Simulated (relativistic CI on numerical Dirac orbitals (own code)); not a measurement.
# Sensitivity of the levels of Gd34+ to α and to the nuclear radius

These numbers are calculated, not measured: Dirac-Coulomb-Breit CI, KLI orbitals optimised for each configuration, derivatives by finite differences, unscaled Slater integrals, QED left out (own radial code, finite nucleus).

Configuration list (outside the closed core [Ar] 3d10): 4s², 4s4p, 4p², 4s4d, 4d², 4s4f, 4p4d, 4f². Levels of other configurations are missing.

With x = (α/α₀)² − 1 an excitation energy changes as ω = ω₀ + qx; K = 2q/ω₀ is the relative enhancement. Terms are leading LS components, so labels can repeat. The field-shift factor is F = δν/δ⟨r²⟩ for the transition from the lowest level.

Lowest level 4s² ¹S0.

```tsv
Level	ω₀ (cm⁻¹)	q (cm⁻¹)	F (GHz/fm²)
4s4p ³P°0	529107	63840	-686
4s4p ³P°1	570802	79230	-689
4s4p ³P°2	898396	488100	-717
4s4p ¹P°1	1022216	480600	-723
4p² ³P0	1222423	144700	-1390
4p² ³P1	1552054	560500	-1420
4p² ¹D2	1559504	559000	-1380
4p² ³P2	1891569	817400	-1190
4s4d ³D1	1906639	516500	-712
4s4d ³D2	1937343	626000	-843
4s4d ³D3	1982990	594100	-710
4p² ¹S0	2004499	977000	-1440
4s4d ¹D2	2098870	655900	-875
```

At this charge energies of transitions that change n are usually good to better than 1 %, and those within a shell (Δn = 0) to a few per cent.

(1) Which transition from the lowest level has the largest |K|?

## Answers

(1) 4s4p ³P°2 at 898396 cm⁻¹, K = 1.09.
